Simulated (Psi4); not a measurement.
Internal rotation in SMILES N[SiH2][SiH2][Si](Cl)(Cl)Cl. Scanned: dihedral H8–N1–Si2–Si3; all other coordinates were relaxed at GFN2-xTB.

Geometry of the scan point at 0° (Å):
```
13

N      1.8844     0.0782     0.1741
Si     0.7574    -0.3798    -1.0284
Si     1.8916    -1.7790    -2.4926
Si     4.1781    -1.3683    -2.6547
Cl     5.2929    -2.6912    -3.7209
Cl     4.5640     0.4685    -3.4504
Cl     5.0307    -1.3330    -0.7882
H      2.8427    -0.2202     0.2076
H      1.6549     0.6909     0.9355
H      0.2175     0.8200    -1.6900
H     -0.3997    -1.0436    -0.4038
H      1.7568    -3.2077    -2.1653
H      1.3608    -1.6863    -3.8615
```

Computed with DF-MP2 (frozen core)/cc-pVTZ // GFN2-xTB (Psi4).

Scanned values (°): -150, -120, -90, -60, -30, 0, 30, 60, 90, 120, 150, 180.

### Question
At which scan points does the profile have its minima and maxima, and how high do they lie?

### Answer
Lower than their neighbours: -150° (0.4 kJ/mol), -60° (0.0 kJ/mol), 60° (0.0 kJ/mol), 150° (0.4 kJ/mol). Higher than their neighbours: -120° (2.3 kJ/mol), 0° (2.0 kJ/mol), 120° (2.4 kJ/mol), 180° (1.3 kJ/mol). The whole profile spans 2.4 kJ/mol.
